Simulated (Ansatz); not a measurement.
Reactions of `[SiH3][SnH2][SH]`.

Computed with Ansatz on PBE0-D4/def2-TZVP structures; ΔE is electronic, products minus reactants. CCSD(T)/CBS adds triple-zeta CCSD(T) − MP2 to the extrapolated MP2 energy (def2 sets, frozen cores). This one scheme is used for every species. Functionals use def2-TZVPP. Elements past krypton have def2 core potentials. For Ge, Sn outer-core shells are correlated without core-valence functions, which leaves a few kJ/mol of doubt a bond. Scalar relativity is left out up to krypton. Each species was taken in one conformer, which may not be the lowest.

```json
{"reaction": "`[SiH3][SnH2][SH]` + `C[O][Ge]([OH])([F])[Cl]` → `C[SiH2][SnH2][SH]` + `[OH][Ge]([OH])([F])[Cl]`", "PBE0-D4 (kcal/mol)": "-23.5", "MP2/CBS(def2) (kcal/mol)": "-25.5", "ωB97M-V (kcal/mol)": "-23.2", "CCSD(T)/CBS(def2) (kcal/mol)": "-23.4"}
{"reaction": "`[SiH3][SnH2][SH]` + CH₃NH₂ → `C[NH][SnH2][SiH3]` + H₂S", "PBE0-D4 (kcal/mol)": "19.0", "MP2/CBS(def2) (kcal/mol)": "18.0", "ωB97M-V (kcal/mol)": "18.0", "CCSD(T)/CBS(def2) (kcal/mol)": "17.4"}
{"reaction": "`[SiH3][SnH2][SH]` + H₂O → `[OH][SnH2][SH]` + SiH₄", "PBE0-D4 (kcal/mol)": "3.7", "MP2/CBS(def2) (kcal/mol)": "1.2", "ωB97M-V (kcal/mol)": "0.3", "CCSD(T)/CBS(def2) (kcal/mol)": "1.3"}
{"reaction": "`[SiH3][SnH2][SH]` + HCl → `[SH][SnH2][Cl]` + SiH₄", "PBE0-D4 (kcal/mol)": "-14.3", "MP2/CBS(def2) (kcal/mol)": "-16.6", "ωB97M-V (kcal/mol)": "-16.7", "CCSD(T)/CBS(def2) (kcal/mol)": "-15.8"}
{"reaction": "`[SiH3][SnH2][SH]` + `BCC(C)C` → `[BH2][SnH2][SiH3]` + `CC(C)CS`", "PBE0-D4 (kcal/mol)": "28.0", "MP2/CBS(def2) (kcal/mol)": "28.7", "ωB97M-V (kcal/mol)": "28.8", "CCSD(T)/CBS(def2) (kcal/mol)": "27.8"}
{"reaction": "`[SiH3][SnH2][SH]` + `[OH][AlH2]` → `[AlH2][O][SnH2][SiH3]` + H₂S", "PBE0-D4 (kcal/mol)": "9.4", "MP2/CBS(def2) (kcal/mol)": "8.3", "ωB97M-V (kcal/mol)": "7.6", "CCSD(T)/CBS(def2) (kcal/mol)": "7.2"}
{"reaction": "`[SiH3][SnH2][SH]` → `[SiH3][S][SnH3]`", "PBE0-D4 (kcal/mol)": "-7.0", "MP2/CBS(def2) (kcal/mol)": "-8.9", "ωB97M-V (kcal/mol)": "-8.4", "CCSD(T)/CBS(def2) (kcal/mol)": "-7.7"}
{"reaction": "`[SiH3][SnH2][SH]` + `OB(S)Cl` → `[SiH3][SnH2][Cl]` + `OB(S)S`", "PBE0-D4 (kcal/mol)": "-1.6", "MP2/CBS(def2) (kcal/mol)": "-1.3", "ωB97M-V (kcal/mol)": "-1.6", "CCSD(T)/CBS(def2) (kcal/mol)": "-1.6"}
{"reaction": "`[SiH3][SnH2][SH]` + `[OH][GeH2][SH]` → `[SiH3][O][GeH2][SH]` + `[SH][SnH3]`", "PBE0-D4 (kcal/mol)": "-13.4", "MP2/CBS(def2) (kcal/mol)": "-16.4", "ωB97M-V (kcal/mol)": "-17.3", "CCSD(T)/CBS(def2) (kcal/mol)": "-16.2"}
```

Largest T1 diagnostic: 0.014, for `[AlH2][O][SnH2][SiH3]`.
